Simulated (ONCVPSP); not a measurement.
phosphorus: excitation energies, all-electron against ONCV

P (Z = 15), optimised norm-conserving Vanderbilt (ONCV), made with ONCVPSP 4.0.1 (PBE, scalar-relativistic). Core [Ne], reference 3s2 3p1 (charge +2). Waves: 3s: rc 1.60 bohr, ncon 4, nbas 7, qcut 3.6 1/bohr, 2 projectors, debl 2.8 Ha; 3p: rc 1.45 bohr, ncon 3, nbas 6, qcut 4.6 1/bohr, 1 projector; d scattering state at 0.39 Ha: rc 1.70 bohr, ncon 4, nbas 7, qcut 5.9 1/bohr, 2 projectors, debl 2.3 Ha. Local part: polynomial inside 1.05 bohr (lpopt 2, dvloc0 0 Ha). Core correction: polynomial model core, fcfact 0.65.

In the d channel the program set the typed energies aside and used 0.050, 2.350 Ha.

Energies are relative to the spin-unpolarised reference configuration 3s2 3p1; without spin polarisation the order of configurations can differ from experiment.

| valence configuration | charge | ΔE all-electron (eV) | error AE − PS (meV) |
| --- | --- | --- | --- |
| 3s2 3p3 | 0 | -28.877 | +26 |
| 3s1 3p3 | +1 | -10.027 | +6.7 |

What are ΔE and the potential's error for 3s2 3p0?

ΔE = 29.739 eV all-electron; the error (AE − PS) is +12 meV.

What are ΔE and the potential's error for 3s2 3p2?

ΔE = -19.147 eV all-electron; the error (AE − PS) is +10 meV.
